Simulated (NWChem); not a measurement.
1,1,1,2-tetrafluoroethane (C2H2F4); SMILES FCC(F)(F)F

```xyz
8

F     -0.0852     1.9422     0.0000
C      0.7685     0.8873     0.0000
C     -0.0126    -0.4091     0.0000
F     -0.7877    -0.5147     1.0759
F     -0.7877    -0.5147    -1.0759
F      0.8445    -1.4336     0.0000
H      1.4045     0.9092     0.8994
H      1.4045     0.9092    -0.8994
```
Atoms are numbered in this order, from 1.

All runs: NWChem. Pople sets run with spherical d functions. Coordinates come from a PBE0/def2-SVP optimisation. Total energies compare along this basis series because the functional is fixed.

```tsv
level	basis functions	energy (Ha)	highest occupied level (eV)	orbital gap (eV)	dipole (D)
Hartree-Fock/STO-3G	32	-468.1214	-10.67	24.50	1.35
Hartree-Fock/3-21G	58	-472.0871	-14.72	21.52	2.44
Hartree-Fock/6-31G*	88	-474.6523	-14.87	21.32	2.13
Hartree-Fock/6-31+G*	112	-474.6724	-15.23	17.21	2.34
Hartree-Fock/6-311G**	120	-474.7886	-15.08	19.30	2.28
Hartree-Fock/6-311++G**	146	-474.7994	-15.26	16.33	2.41
```
